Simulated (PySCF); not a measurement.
Harmonic spectrum computed at PBE in the def2-SVP basis family (core potentials from Rb on, PySCF, no spin–orbit coupling):

```json
{"symmetry": "a'", "ω (cm⁻¹)": "50", "IR (km/mol)": "3.7"}
{"symmetry": "a''", "ω (cm⁻¹)": "183", "IR (km/mol)": "8.5"}
{"symmetry": "a'", "ω (cm⁻¹)": "200", "IR (km/mol)": "7.3"}
{"symmetry": "a'", "ω (cm⁻¹)": "581", "IR (km/mol)": "7.0"}
{"symmetry": "a'", "ω (cm⁻¹)": "587", "IR (km/mol)": "0.3"}
{"symmetry": "a'", "ω (cm⁻¹)": "635", "IR (km/mol)": "72.8"}
```

Q: Which molecule gave it? In each, all ligands are bound to the one heavy central atom.
A. WF₃ (quartet)
B. NiF₃ (quartet)
C. TeF₃ (doublet)
D. AuF₃ (singlet)

A: D. It has Cs symmetry with Au–F 1.914 Å, Au–F 1.924 Å (×2).
